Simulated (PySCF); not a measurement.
CBr2, SMILES Br[C]Br (connectivity only; charge and spin as stated), neutral, multiplicity 1.

Geometry: B3LYP-D3(BJ)/def2-TZVP.

Calculation: PySCF 2.14.0 with B3LYP-D3(BJ)/def2-TZVP.

Frequencies are harmonic and unscaled.

Computed vibrational spectrum:
```csv
mode,ν (cm⁻¹),IR (km/mol),moving atoms (share of kinetic energy)
1,194,0.6,Br 96 %
2,590,13.2,"C 89 %, Br 11 %"
3,630,317.9,"C 90 %, Br 10 %"
```
